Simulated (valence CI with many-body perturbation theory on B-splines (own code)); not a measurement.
**Forbidden lines of Sb²⁹⁺**

Computed by configuration interaction combined with many-body perturbation theory (CI+MBPT): four valence electrons over a frozen Dirac-Fock core [Ar], radial functions for each j: 9 s, 9 p, 10 d, 8 f, 5 g, 3 h, 1 i, with the one-electron correlation potential Σ1 (screened to all orders), the two-electron term Σ2, the three-electron term Σ3, Breit, model QED; selected single and double excitations, second order for the rest (own B-spline code, finite nucleus).

No measured spectrum was set against this ion. As an estimate, large intervals hold to a few tenths of a per cent, small ones and those within an open d or f shell to about a per cent. Core correlation moves these levels by up to 8100 cm⁻¹, and in measured spectra 5 to 20 % of such shifts remained as error; rates that hang on mixing are uncertain with them. Only levels of the ground parity were solved; by the run's estimate the other parity begins above the list, which can be wrong where configurations are misplaced.

Lines 1 to 50 of 120 in falling wavelength, among levels below 83.701 eV, chosen from the decays that carry over 1 % of a level's rate. Wavelengths and rates use the calculated energies. Weak lines are less certain than strong ones. Lines between different terms over intervals too small for the method are left out, as are lines whose strength nearly cancels. Branching is blank where the lifetime is uncertain.

Levels are named by their leading jj configuration (3d3/2^4 stands for four electrons in 3d with j = 3/2), which in mixed levels can hold well under half, so a name can repeat and another be missing. Letters in brackets count levels of one name in rising energy.

```tsv
λ vac (nm)	Upper	Lower	Type	A (s⁻¹)	Branch %
4880	(3d3/2^3 3d5/2) J=4	(3d3/2^3 3d5/2) J=3	M1	1.30e-01	99.9
731.3	(3d3/2^2 3d5/2^2) J=6	(3d3/2^2 3d5/2^2) J=5	M1	2.70e+01	99.7
472.8	(3d3/2^3 3d5/2) J=3	(3d3/2^3 3d5/2) J=2	M1	3.31e+02	100.0
306.6	(3d3/2^2 3d5/2^2) J=4 [b]	(3d3/2^2 3d5/2^2) J=5	M1	4.67e+01	1.7
300.5	(3d3/2^2 3d5/2^2) J=2 [b]	(3d3/2^2 3d5/2^2) J=1	M1	3.89e+02	10.0
283.5	(3d3/2^2 3d5/2^2) J=5	(3d3/2^2 3d5/2^2) J=4 [a]	M1	5.85e+02	12.8
281.8	(3d3/2^3 3d5/2) J=2	(3d3/2^3 3d5/2) J=1	M1	1.85e+03	100.0
279.6	(3d3/2^2 3d5/2^2) J=2 [d]	(3d3/2 3d5/2^3) J=1 [a]	M1	3.29e+02	1.4
215.4	(3d3/2^2 3d5/2^2) J=4 [b]	(3d3/2^2 3d5/2^2) J=3 [a]	M1	1.26e+03	45.8
199.4	(3d3/2^2 3d5/2^2) J=2 [b]	(3d3/2^2 3d5/2^2) J=2 [a]	M1	6.87e+02	17.6
198.4	(3d3/2^2 3d5/2^2) J=4 [c]	(3d3/2 3d5/2^3) J=3 [a]	M1	1.87e+02	
198.4	(3d3/2 3d5/2^3) J=3 [a]	(3d3/2^2 3d5/2^2) J=4 [b]	M1	5.67e+02	1.7
197.8	(3d3/2^2 3d5/2^2) J=1	(3d3/2^2 3d5/2^2) J=0 [a]	M1	2.09e+03	8.8
189.5	(3d3/2^2 3d5/2^2) J=2 [b]	(3d3/2^2 3d5/2^2) J=3 [a]	M1	4.72e+01	1.2
188.5	(3d3/2 3d5/2^3) J=3 [c]	(3d3/2^2 3d5/2^2) J=2 [e]	M1	1.16e+03	
187.1	(3d3/2^3 3d5/2) J=1	(3d3/2^4) J=0	M1	5.19e+03	100.0
176.1	(3d3/2^2 3d5/2^2) J=4 [a]	(3d3/2^3 3d5/2) J=4	M1	5.62e+03	81.2
171.1	(3d3/2^2 3d5/2^2) J=3 [b]	(3d3/2^2 3d5/2^2) J=3 [a]	M1	1.09e+02	
170.0	(3d3/2^2 3d5/2^2) J=4 [a]	(3d3/2^3 3d5/2) J=3	M1	1.31e+03	18.9
166.3	(3d3/2 3d5/2^3) J=4 [a]	(3d3/2^2 3d5/2^2) J=5	M1	1.18e+03	4.4
164.7	(3d3/2^2 3d5/2^2) J=2 [d]	(3d3/2 3d5/2^3) J=3 [a]	M1	3.30e+02	1.4
147.3	(3d3/2^2 3d5/2^2) J=4 [b]	(3d3/2^2 3d5/2^2) J=4 [a]	M1	7.27e+02	26.5
146.3	(3d3/2 3d5/2^3) J=5	(3d3/2^2 3d5/2^2) J=4 [b]	M1	4.55e+03	31.6
144.9	(3d3/2 3d5/2^3) J=1 [a]	(3d3/2^2 3d5/2^2) J=2 [b]	M1	2.68e+03	5.8
136.4	(3d3/2 3d5/2^3) J=3 [b]	(3d3/2^2 3d5/2^2) J=2 [c]	M1	4.65e+02	
136.4	(3d3/2^2 3d5/2^2) J=4 [c]	(3d3/2 3d5/2^3) J=4 [a]	M1	1.96e+03	
135.3	(3d3/2 3d5/2^3) J=4 [a]	(3d3/2^2 3d5/2^2) J=3 [a]	M1	1.44e+03	5.4
131.0	(3d3/2 3d5/2^3) J=3 [b]	(3d3/2 3d5/2^3) J=3 [a]	M1	1.91e+03	
129.0	(3d3/2 3d5/2^3) J=3 [c]	(3d3/2^2 3d5/2^2) J=2 [d]	M1	1.00e+03	
127.8	(3d3/2^2 3d5/2^2) J=3 [a]	(3d3/2^3 3d5/2) J=4	M1	3.63e+02	3.1
127.7	(3d5/2^4) J=4	(3d3/2^2 3d5/2^2) J=4 [c]	M1	7.28e+02	1.2
124.6	(3d3/2^2 3d5/2^2) J=3 [a]	(3d3/2^3 3d5/2) J=3	M1	6.55e+03	55.4
124.4	(3d3/2^2 3d5/2^2) J=2 [c]	(3d3/2^2 3d5/2^2) J=1	M1	1.15e+03	3.6
121.7	(3d3/2^2 3d5/2^2) J=2 [e]	(3d3/2^2 3d5/2^2) J=2 [c]	M1	4.86e+03	20.7
121.5	(3d3/2 3d5/2^3) J=1 [b]	(3d3/2^2 3d5/2^2) J=2 [d]	M1	5.18e+03	13.9
114.6	(3d3/2 3d5/2^3) J=5	(3d3/2^2 3d5/2^2) J=6	M1	3.13e+03	21.7
113.8	(3d3/2 3d5/2^3) J=3 [c]	(3d3/2^2 3d5/2^2) J=4 [c]	M1	5.85e+03	
112.6	(3d3/2^2 3d5/2^2) J=4 [c]	(3d3/2^2 3d5/2^2) J=3 [b]	M1	1.55e+03	
108.6	(3d3/2^2 3d5/2^2) J=5	(3d3/2^3 3d5/2) J=4	M1	3.98e+03	87.2
106.1	(3d3/2 3d5/2^3) J=3 [a]	(3d3/2^2 3d5/2^2) J=2 [a]	M1	1.20e+04	35.5
104.8	(3d3/2 3d5/2^3) J=4 [a]	(3d3/2^2 3d5/2^2) J=4 [a]	M1	1.81e+04	67.3
103.4	(3d3/2 3d5/2^3) J=6	(3d3/2^2 3d5/2^2) J=6	M1	6.52e+03	45.6
103.3	(3d3/2 3d5/2^3) J=3 [a]	(3d3/2^2 3d5/2^2) J=3 [a]	M1	1.12e+04	33.2
102.8	(3d3/2^2 3d5/2^2) J=2 [c]	(3d3/2^2 3d5/2^2) J=2 [a]	M1	3.00e+03	9.2
100.9	(3d3/2^2 3d5/2^2) J=2 [d]	(3d3/2^2 3d5/2^2) J=3 [b]	M1	6.55e+03	28.1
100.1	(3d3/2^2 3d5/2^2) J=2 [c]	(3d3/2^2 3d5/2^2) J=3 [a]	M1	3.51e+02	1.1
99.05	(3d3/2 3d5/2^3) J=5	(3d3/2^2 3d5/2^2) J=5	M1	4.60e+03	32.0
98.58	(3d3/2^2 3d5/2^2) J=3 [a]	(3d3/2^3 3d5/2) J=2	M1	4.84e+03	41.0
97.75	(3d3/2 3d5/2^3) J=1 [a]	(3d3/2^2 3d5/2^2) J=1	M1	8.55e+03	18.5
96.10	(3d3/2^2 3d5/2^2) J=2 [a]	(3d3/2^3 3d5/2) J=2	M1	6.39e+03	32.9
```
